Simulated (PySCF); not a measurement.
Ionisation energy of Tc by level of theory

Tc [Kr] 4d5 5s2 (6S) → Tc⁺ [Kr] 4d5 5s1 (7S), as a difference of total energies. All numbers are calculated (PySCF 2.14, scalar relativity by spin-free X2C-1e, in x2c-TZVPPall with one added diffuse shell each of s, p, d, f type (9s7p7d3f1g, 95 functions)). Correlated levels: valence: [Kr] frozen. The calculations carry no spin-orbit coupling.

Q: Order these methods by the ionisation energy they give, lowest first.
A. CCSD(T) (valence)
B. CCSD (valence)
C. SCS-MP2 (valence)
D. MP2 (valence)

A: D (6.701 eV), B (6.815 eV), A (6.915 eV), C (6.953 eV).

Errors of the correlated levels include the incompleteness of this basis and the frozen core.

For comparison: 7.119 eV (measured; NIST Atomic Spectra Database, ionization energies).
